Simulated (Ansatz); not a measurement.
SiSe₂⁺ (the lowest doublet isomer of a short search). Charge 1, multiplicity 2. Geometry r2SCAN-D4/def2-TZVP, basis def2-TZVP, Ansatz.

```xyz
3

Si   -0.125    1.215   -0.609
Se   -0.717   -1.047   -0.413
Se    0.842   -0.168    1.022
```

```json
{"run": "A", "HOMO (eV)": "-12.14", "LUMO (eV)": "-10.70"}
{"run": "B", "HOMO (eV)": "-15.61", "LUMO (eV)": "-7.78"}
{"run": "C", "HOMO (eV)": "-12.96", "LUMO (eV)": "-9.94"}
{"run": "D", "HOMO (eV)": "-12.11", "LUMO (eV)": "-10.57"}
{"run": "E", "HOMO (eV)": "-11.76", "LUMO (eV)": "-10.79"}
```

LC-ωPBE has ω = 0.4 bohr⁻¹. The structure comes from a short search, and lower isomers may exist.

HOMO and LUMO are taken over both spins.

The runs used B97M-V, LC-ωPBE, PBE, PBE0, r2SCAN. Estimate which is which.

A r2SCAN (0 % exact exchange); B LC-ωPBE (range-separated); C PBE0 (25 % exact exchange); D B97M-V (0 % exact exchange); E PBE (0 % exact exchange). Exact exchange lowers occupied and raises empty levels; among semilocal functionals meta-GGAs tend to open the gap a little, and such runs are hard to tell apart. The gap grows from 0.97 eV (PBE) to 7.83 eV (LC-ωPBE).
